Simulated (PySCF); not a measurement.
## Molecular orbitals of GeS

TPSSh at R = 2.019 Å; PySCF, spin-free X2C with a Gaussian nucleus, basis sets Ge x2c-SVPall, S x2c-SVPall. State: ¹Σ⁺ (singlet), closed shell. Only the outer orbitals are listed, counted within each symmetry.

```tsv
orbital	occ.	ε (eV)	on Ge (%)	main shells (%)
10σ	2	-18.62	22	75 S s, 16 Ge s
11σ	2	-12.18	64	64 Ge s, 18 S s, 17 S p
12σ	2	-7.32	51	48 S p, 34 Ge p, 16 Ge s
5π	2	-7.31	26	74 S p, 24 Ge p
5π	2	-7.31	26	74 S p, 24 Ge p
6π	0	-2.64	76	76 Ge p, 23 S p
6π	0	-2.64	76	76 Ge p, 23 S p
13σ	0	1.44	89	79 Ge p, 18 S p
```

Task: Which are the highest filled and the lowest empty level, where do they sit, and how wide is the gap?

Result: Highest filled 5π at -7.31 eV (in %: 74 S p, 24 Ge p); lowest empty 6π at -2.64 eV (in %: 76 Ge p, 23 S p); the gap at TPSSh is 4.67 eV.

```
bond order (Mayer)                              : 2.40
⟨S²⟩                                            : 0.000
charge on Ge (Mulliken, basis-dependent)        : 0.25
charge on Ge (Löwdin, basis-dependent)          : 0.02
dipole moment (positive dipole means Ge(−)S(+)) : -2.03 D
```
